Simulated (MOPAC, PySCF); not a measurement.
C$_{4}$H$_{10}$I$_{2}$Si, SMILES `I[Si](I)(CC)CC` (C–C–Si–I torsion -59°, I–Si–C–C torsion 59°), neutral singlet in the gas phase. 

Cartesian coordinates (Å):
```xyz
17

C      2.8599    -0.2174     0.3822
C      1.5898    -0.3285    -0.4648
Si    -0.0231     0.1221     0.3894
I     -0.3293    -1.3698     2.3527
I      0.1205     2.4755     1.1737
C     -1.5186    -0.0482    -0.7367
C     -2.8755     0.2997    -0.1195
H      3.0071     0.8117     0.7450
H      3.7508    -0.5002    -0.2005
H      2.8096    -0.8766     1.2627
H      1.6515     0.3233    -1.3554
H      1.4546    -1.3596    -0.8394
H     -1.3093     0.5903    -1.6144
H     -1.5062    -1.0927    -1.0984
H     -2.8979     1.3441     0.2285
H     -3.6885     0.1705    -0.8513
H     -3.0954    -0.3442     0.7461
```
Charge 0, multiplicity 1.

All levels are single points at this geometry (B3LYP-D3(BJ)/def2-SVP); Pople sets use spherical d functions. Orbital energies aren't observables, and empty levels follow the basis.

PBE/6-31G* (LANL2DZ on I) in PySCF gives HOMO (eV) = -6.26.

Q: Estimate the HOMO (eV) from each of these levels: B3LYP-D3(BJ)/def2-TZVP in PySCF; M06-2X/def2-TZVP in PySCF; PBE-D3(BJ)/def2-TZVP in PySCF; B3LYP/6-311+G** (LANL2DZ on I) in PySCF; B3LYP/LANL2DZ in PySCF; BP86/6-31G* (LANL2DZ on I) in PySCF; M06-2X/6-31G* (LANL2DZ on I) in PySCF; SVWN5/6-31G* (LANL2DZ on I) in PySCF; HF/6-31G* (LANL2DZ on I) in PySCF; AM1 in MOPAC; PM3 in MOPAC; PM6 in MOPAC.

A: 
| level | HOMO (eV) |
|---|---|
| B3LYP-D3(BJ)/def2-TZVP in PySCF | -7.10 |
| M06-2X/def2-TZVP in PySCF | -8.48 |
| PBE-D3(BJ)/def2-TZVP in PySCF | -6.24 |
| B3LYP/6-311+G** (LANL2DZ on I) in PySCF | -7.17 |
| B3LYP/LANL2DZ in PySCF | -7.13 |
| BP86/6-31G* (LANL2DZ on I) in PySCF | -6.36 |
| M06-2X/6-31G* (LANL2DZ on I) in PySCF | -8.25 |
| SVWN5/6-31G* (LANL2DZ on I) in PySCF | -6.32 |
| HF/6-31G* (LANL2DZ on I) in PySCF | -9.75 |
| AM1 in MOPAC | -10.39 |
| PM3 in MOPAC | -10.10 |
| PM6 in MOPAC | -9.23 |
